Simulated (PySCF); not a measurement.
# Two-component Hartree-Fock for C (carbon, neutral)

Start: [He] 2s2 2p2; 2p1/2 filled at m_j = -1/2, +1/2. Calculated with PySCF 2.14 in x2c-QZVPPall-2c (7s4p3d2f1g, 57 functions): generalised Hartree-Fock with the X2C-1e Hamiltonian and a Gaussian nucleus; one run each with spin-orbit coupling (SO) switched off, then screened by Boettger's factors.

```tsv
spinor shell	electrons	ε, spin-free (eV)	ε, screened SO (eV)	weight of nominal j (screened SO)	rms radius, screened SO (bohr)
1s1/2	2	-308.23	-308.23	1.000	0.312
2s1/2	2	-19.201	-19.201	1.000	1.76
2p1/2	2	-11.868	-11.869	0.501	1.92
```

| quantity | spin-free | screened SO |
| --- | --- | --- |
| E (hartree) | -37.70584 | -37.70593 |
| M_J | 0 | 0 |
| ⟨J²⟩ | 2.010 | 2.004 |
| ⟨L²⟩ | 2.005 | 2.005 |
| ⟨S²⟩ | 2.006 | 2.006 |

The determinant has a definite M_J but mixes levels of different J.

Each row is a mean over spinors that exchange with the open shell spreads, by up to 6.667 eV (2s1/2).

Rows whose weight is well below 1 are mixtures of j = l ± 1/2: exchange outweighs spin-orbit coupling there, and the label is only the starting occupation.

Without spin-orbit coupling the j labels of p, d and f shells carry no meaning; the spin-free column gives the mean over the occupied spinors of each nl shell.
